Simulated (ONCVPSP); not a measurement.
# What one change does to a pseudopotential (manganese (Mn), ONCV)

ONCVPSP 4.0.1 input, shortened (lines: element, Z, core and valence counts, functional; n l f; lmax; l rc ep ncon nbas qcut; lloc lpopt rc5 dvloc0; l nproj debl; icmod fcfact rcfact), LDA (Perdew-Wang 92), scalar-relativistic:

```
  Mn 25.00    3    4  -001012      upf
    1    0    2.00
    2    0    2.00
    2    1    6.00
    3    0    2.00
    3    1    6.00
    3    2    5.00
    4    0    2.00
    2
    0    1.30    0.00    3    6    9.10
    1    1.30    0.00    3    8   10.50
    2    1.05    0.00    4    9   14.70
    4    5    0.95    6.00
    0    3    4.00
    1    2    1.50
    2    1    0.90
    0    0.00    0.00
```

In the p channel the program set the typed energies aside and used -2.002, 0.250 Ha.

Change: d: ncon 3, nbas 8.

Cutoffs: the cutoffs (Ha) at which the residual kinetic energy of the hardest occupied pseudo-wave falls to 1 and 0.1 mHa per electron; they do not see the model core or the augmentation charge, which bear on the density cutoff. Errors are all-electron minus pseudo energies relative to the spin-unpolarised reference configuration.

Q: What does the change do?

A: The potential gets neither clearly harder nor softer (80 Ha and 92 Ha → 78 Ha and 89 Ha); both files keep a bound ghost (s); the errors of the 4 common tests hardly move.

| quantity | base | changed |
| --- | --- | --- |
| cutoff, loose | 80 Ha | 78 Ha |
| cutoff, tight | 92 Ha | 89 Ha |
| loose cutoff by channel | s 29 Ha, p 31 Ha, d 80 Ha | s 29 Ha, p 31 Ha, d 78 Ha |
| bound ghosts | s | s |
| GHOST(+) flags under 300 eV | none | none |
| error for 3s2 3p6 3d5 4s1, meV [ΔE 8.65 eV] | -0.1 | -0.1 |
| error for 3s2 3p6 3d5 4s0, meV [ΔE 24.52 eV] | +0.8 | +0.8 |
| error for 3s2 3p6 3d4 4s0, meV [ΔE 57.33 eV] | -7.4 | -8.1 |
| error for 3s2 3p6 3d4 4s2 4p1, meV [ΔE 7.93 eV] | +7.0 | +6.8 |
| s: phases at 1.32 bohr within 0.05 rad from the reference energy up to (Ha; the scan ends near 5) | to the end of the scan | to the end of the scan |
| p: phases at 1.32 bohr within 0.05 rad from the reference energy up to (Ha; the scan ends near 5) | to the end of the scan | to the end of the scan |
| d: phases at 1.06 bohr within 0.05 rad from the reference energy up to (Ha; the scan ends near 5) | 4.4 | 4.3 |

 A true bound ghost makes a file unfit for plane-wave use even where its test errors are small: the radial tests pick states by their node count and pass the ghost by.
